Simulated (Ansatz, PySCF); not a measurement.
Molecule: iodane, HI, charge 0, multiplicity 1. 
Structure (B3LYP-D3(BJ)/def2-TZVP (Ansatz, a program for electronic structure) minimum search):
```xyz
2

I      0.0000     0.0000    -0.0299
H      0.0000     0.0000     1.5855
```
Charge 0, spin multiplicity 1.

Property: vertical ionisation energy (to the doublet state of charge +1; each state is the SCF solution reached for its spin), in eV. Cores are frozen in the correlated levels unless marked. Open shells are spin-unrestricted. No spin-orbit coupling. The frozen core is the preceding noble-gas configuration, with the filled d and f shells of earlier blocks. In def2 rows, elements after Kr have scalar-relativistic effective core potentials. Basis-set limits of correlation are two-point, X^-3; Hartree-Fock from the larger set.

```tsv
level	program	vertical ionisation energy (eV)	minus last row
SVWN5/def2-TZVPD	Ansatz	10.79	0.11
B3LYP/def2-TZVPD	Ansatz	10.62	-0.06
PBE0/def2-TZVPD	Ansatz	10.56	-0.12
BHLYP/def2-TZVPD	Ansatz	10.49	-0.19
CAM-B3LYP/def2-TZVPD	Ansatz	10.62	-0.06
wB97M-V/def2-TZVPD	Ansatz	10.52	-0.16
CCSD/def2-TZVPPD	Ansatz	10.40	-0.28
CCSD/def2-QZVPPD	Ansatz	10.52	-0.16
CCSD/CBS(def2-TZVPPD,def2-QZVPPD)	Ansatz	10.61	-0.07
CCSD(T)/CBS(def2-TZVPPD,def2-QZVPPD)	Ansatz	10.68	0.00
```

For comparison, minus the highest occupied orbital energy (PySCF): 6.79 eV at PBE/def2-TZVPD, 9.12 eV at M06-2X/def2-TZVPD, 8.51 eV at MN15/def2-TZVPD.
